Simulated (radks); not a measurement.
Spherical quantum dot in the effective-mass picture: electrons in a parabolic well V = omega^2 r^2 / 2 with omega = 0.104, all in effective atomic units (hartree* = m*/eps^2 hartree, bohr* = eps/m* bohr), one dielectric constant everywhere. Calculated with a radial shooting solver with Libxc functionals: non-relativistic Kohn-Sham, PBEsol, spin-polarised, spherical densities. Levels are named by radial order and angular momentum (1s, 1p, 1d, 2s, ...), and open shells are averaged over m. Results are scaled to m* = 0.285 and eps = 12.9, for which hartree* = 46.6 meV and bohr* = 2.395 nm.

N = 6, configuration 1s2 1p(up 3, down 1). This is the lowest configuration that the search found. Occupied levels:

| level | occupation | eigenvalue (meV) | <r> (nm) |
|---|---|---|---|
| 1s up | 1 | 45.157 | 13.35 |
| 1s down | 1 | 45.779 | 12.95 |
| 1p up | 3 | 47.095 | 15.51 |
| 1p down | 1 | 47.843 | 15.43 |

Energy (meV): total 167.763, kinetic 16.870, external 62.575, Hartree 122.55, exchange-correlation -34.235.

Electron density:

| r (nm) | n(r) (e/nm^3) |
|---|---|
| 0.616 | 0.0001536 |
| 2.94 | 0.0001684 |
| 5.26 | 0.0001973 |
| 7.59 | 0.0002284 |
| 9.91 | 0.0002456 |
| 12.2 | 0.0002348 |
| 14.6 | 0.0001925 |
| 16.9 | 0.0001310 |
| 19.2 | 0.00007131 |
| 21.5 | 0.00002991 |
| 23.8 | 9.839e-06 |
| 26.2 | 2.604e-06 |
| 28.5 | 5.542e-07 |
| 30.8 | 9.388e-08 |
